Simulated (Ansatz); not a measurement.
One change: `CSCF` becomes `CSCS[SiH3]`.

Ansatz, PBE0-D4/def2-TZVP geometries, multiplicity 1. Each molecule was computed in one conformer, which needn't be the lowest.

| property | `CSCF` |
| --- | --- |
| HOMO–LUMO gap (ωB97M-V/def2-TZVPP) / eV | 11.78 |
| size of the dipole moment (B3LYP/def2-TZVPP) / D | 1.71 |
| HOMO–LUMO gap (PBE/def2-TZVPP) / eV | 5.50 |
| HOMO energy (ωB97M-V/def2-TZVPP) / eV | -9.16 |
| LUMO energy (PBE0/def2-TZVPP) / eV | 0.79 |
| HOMO–LUMO gap (B3LYP/def2-TZVPP) / eV | 7.20 |

(1) What does the change do to each property? (Estimate.)

## Answers

(1) The calculation gave: 
| property | `CSCS[SiH3]` | shift |
| --- | --- | --- |
| HOMO–LUMO gap (ωB97M-V/def2-TZVPP) / eV | 10.65 | -1.13 |
| size of the dipole moment (B3LYP/def2-TZVPP) / D | 1.12 | -0.59 |
| HOMO–LUMO gap (PBE/def2-TZVPP) / eV | 4.48 | -1.02 |
| HOMO energy (ωB97M-V/def2-TZVPP) / eV | -8.88 | 0.28 |
| LUMO energy (PBE0/def2-TZVPP) / eV | -0.11 | -0.90 |
| HOMO–LUMO gap (B3LYP/def2-TZVPP) / eV | 6.16 | -1.04 |

With PBE0 the HOMO rises by 0.23 eV and the LUMO falls by 0.90 eV, so the gap narrows by about 1.13 eV. PBE moves the HOMO by 0.16 eV and ωB97M-V by 0.28 eV. The zero-point energy changes by 64.8 kJ/mol with +12 modes. Dipoles are sizes alone; their direction can turn.

B3LYP here is the variant with VWN-RPA as its local correlation; programs differ in this.
